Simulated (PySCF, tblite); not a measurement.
Parent: `[CH3:1][C:2]1=[C:3]([F:4])[P@@:5]1(=[O:6])[CH:7]1[CH2:8][CH2:9][CH2:10]1` with C3–P5–C7–C8 -82°, C2–C3–P5–O6 107°, P5–C7–C8–C9 104°, C7–C8–C9–C10 12°, C8–C9–C10–C7 -12°, C7H10FOP.

Structures optimised with GFN2-xTB, isolated species. One conformer each, not checked by frequencies here.

```
coordinate of the parent    value
                   C1–C2  1.474 Å
                   C2=C3  1.342 Å
                   C3–F4  1.334 Å
                   C3–P5  1.802 Å
                   P5=O6  1.464 Å
                   P5–C7  1.833 Å
                   C7–C8  1.539 Å
                   C8–C9  1.535 Å
                  C9–C10  1.535 Å
                   C2–P5  1.826 Å
                  C7–C10  1.527 Å
                C1–C2–C3   141.2°
                C1–C2–P5   151.3°
                C3–C2–P5    67.3°
                C2–C3–F4   135.6°
                C2–C3–P5    69.3°
                F4–C3–P5   154.8°
                C3–P5–O6   124.5°
                C3–P5–C7   113.5°
                O6–P5–C7   115.3°
                C2–P5–C3    43.4°
                C2–P5–O6   125.2°
                C2–P5–C7   115.8°
                P5–C7–C8   108.9°
               P5–C7–C10   115.0°
               C8–C7–C10    89.9°
                C7–C8–C9    88.7°
```

How does the shared frame change in `[CH3:1][C:2]1=[C:3]([F:4])[P@@:5]1([CH3:6])=[O:7]`, C4H6FOP? Atoms pair as C1 = C1, C2 = C2, C3 = C3, F4 = F4, P5 = P5, O6 = O7 (parent first).

```
  parent  relative  value in the relative  change
   C1–C2     C1–C2                1.474 Å   0.000
   C2=C3     C2=C3                1.342 Å   0.000
   C3–F4     C3–F4                1.331 Å  -0.003
   C3–P5     C3–P5                1.799 Å  -0.003
   P5=O6     P5=O7                1.463 Å  -0.001
   C2–P5     C2–P5                1.822 Å  -0.004
C1–C2–C3  C1–C2–C3                 141.2°     0.0
C1–C2–P5  C1–C2–P5                 151.2°    -0.1
C3–C2–P5  C3–C2–P5                  67.4°    +0.1
C2–C3–F4  C2–C3–F4                 136.0°    +0.4
C2–C3–P5  C2–C3–P5                  69.2°    -0.1
F4–C3–P5  F4–C3–P5                 154.6°    -0.2
C3–P5–O6  C3–P5–O7                 125.2°    +0.7
C2–P5–C3  C2–P5–C3                  43.5°    +0.1
C2–P5–O6  C2–P5–O7                 125.6°    +0.4
```

Of the parent's bonds, C3–F4, C3–P5 and C2–P5 change most and about equally (-0.004 to -0.003 Å). Bonds of the relative outside the shared frame: P5–C6 1.824 Å. Point group C1 → C1.

How does the shared frame change in `[CH3:1][C:2]1=[C:3]([F:4])[P@:5]1(=[O:6])[CH2:7][CH2:8][C:9]#[N:10]` with C3–P5–C7–C8 105°, P5–C7–C8–C9 -55°, C6H7FNOP? Atoms pair as C1 = C1, C2 = C2, C3 = C3, F4 = F4, P5 = P5, O6 = O6 (parent first).

| parent | relative | value in the relative | change |
| --- | --- | --- | --- |
| C1–C2 | C1–C2 | 1.475 Å | +0.001 |
| C2=C3 | C2=C3 | 1.344 Å | +0.002 |
| C3–F4 | C3–F4 | 1.325 Å | -0.009 |
| C3–P5 | C3–P5 | 1.796 Å | -0.006 |
| P5=O6 | P5=O6 | 1.464 Å | 0.000 |
| C2–P5 | C2–P5 | 1.822 Å | -0.004 |
| C1–C2–C3 | C1–C2–C3 | 140.7° | -0.5 |
| C1–C2–P5 | C1–C2–P5 | 151.9° | +0.6 |
| C3–C2–P5 | C3–C2–P5 | 67.2° | -0.1 |
| C2–C3–F4 | C2–C3–F4 | 136.3° | +0.7 |
| C2–C3–P5 | C2–C3–P5 | 69.2° | -0.1 |
| F4–C3–P5 | F4–C3–P5 | 154.2° | -0.6 |
| C3–P5–O6 | C3–P5–O6 | 126.2° | +1.7 |
| C2–P5–C3 | C2–P5–C3 | 43.6° | +0.2 |
| C2–P5–O6 | C2–P5–O6 | 126.2° | +1.0 |

Of the parent's bonds, C3–F4 changes most (-0.009 Å). Bonds of the relative outside the shared frame: P5–C7 1.842, C7–C8 1.529, C8–C9 1.443, C9≡N10 1.143 Å. Point group C1 → C1.

All values are computed, not measured.
